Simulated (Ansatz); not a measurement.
Coupled-cluster diagnostics for (F3Sn)2NH (Sn2NF6H), Ansatz.

Geometry of the singlet (PBE0-D4/def2-SVP):

Cartesian coordinates in Å:
```
Sn -0.236 -0.623 -1.384
F 1.208 -1.867 -1.483
F -1.714 -1.605 -2.116
F -0.044 0.852 -2.579
N -0.936 -0.192 0.466
Sn 0.435 0.770 1.494
F 0.232 2.593 2.005
F 1.380 -0.014 2.952
F 1.493 0.652 -0.159
H -1.818 -0.567 0.806
```

In the def2 sets Sn takes a core potential; there is no spin–orbit coupling. Correlated methods freeze 15 core orbitals; core or outer-core shells of Sn are correlated, in sets that lack core-valence functions.

**Question.** Estimate the CCSD(T) correlation energy, the shares of MP2 and (T), T1 and the reference's ⟨S²⟩ for: charge 0, singlet, own geometry in def2-SVP; and the rough time on 4 threads of Arm Neoverse V1 on a shared host.

**Answer.** 
```
                          state     basis  correlation (eV)  MP2 share (%)  (T) share (%)     T1  ⟨S²⟩ (pure)  wall time
charge 0, singlet, own geometry  def2-SVP           -42.212           97.5            2.0  0.014  0.00 (0.00)    2.3 min
```
Customary marks for T1 are 0.02 (closed shells), 0.045 (open shells) and about 0.05 (3d metals). T1 stays under 0.02 throughout.
